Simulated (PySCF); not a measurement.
C3H10OSi, triplet, at the geometry of the source list (a higher spin typed on purpose: for a closed-shell molecule this is an excited state) (in this run its highest filled SCF level lies above zero, so its values depend strongly on the basis, on diffuse functions most of all). Base run: TPSS/STO-3G (PySCF).

The PySCF input:
```python
from pyscf import gto, scf, dft

mol = gto.Mole()
mol.atom = '''
    C    -0.235800    1.252900   -1.287700
    Si   -0.182500    0.083400    0.219000
    C    -0.982800   -1.592900   -0.170400
    C     1.627500   -0.118800    0.787700
    O    -1.110300    0.667100    1.437700
    H     0.320500    0.851600   -2.127900
    H     0.187200    2.226500   -1.054300
    H    -1.257900    1.412600   -1.619100
    H    -0.969100   -2.240400    0.700200
    H    -0.464700   -2.105300   -0.974200
    H    -2.018600   -1.467900   -0.468700
    H     2.244300   -0.564600    0.014800
    H     2.074900    0.837000    1.048100
    H     1.690000   -0.757400    1.664200
    H    -0.922700    1.516300    1.830600
'''
mol.basis = 'sto-3g'
mol.charge = 0
mol.spin = 2
mol.verbose = 4
mol.build()

mf = dft.UKS(mol)
mf.xc = 'tpss'
mf.kernel()
```

Each row names what was changed in the base input (with any setting that the change needs).

| change | ΔE vs base (µEh) | SCF cycles | <S^2> | outcome |
|---|---|---|---|---|
| base | 0.0 | 13 | 2.001 | converged |
| diis = off (with mf.max_cycle = 100) | - | 100 | - | not converged |
| conv_tol = 1e-12 | 0.0 | 17 | 2.001 | converged |
| damp = 0.5; diis_start_cycle = 5 | 0.0 | 18 | 2.001 | converged |
| solver = newton; init_guess = 1e | 0.0 | - | 2.001 | converged |
| diis_space = 12 | 0.0 | 13 | 2.001 | converged |
| diis = off; damp = 0.6 (with mf.diis_start_cycle = 200; with mf.max_cycle = 150) | - | 150 | - | not converged |
| diis_space = 2 | - | 50 | - | not converged |
| conv_tol = 1e-7 | 0.0 | 12 | 2.001 | converged |
| init_guess = huckel | 0.0 | 16 | 2.001 | converged |
| init_guess = vsap | 0.0 | 13 | 2.001 | converged |
| conv_tol = 1e-6 | 0.6 | 10 | 2.001 | converged |
| level_shift = 0.1 (with mf.max_cycle = 100) | 0.0 | 23 | 2.001 | converged |

Open shells are given as the SCF converged; they aren't shown to be the lowest states, and a large step between rows can be another state.
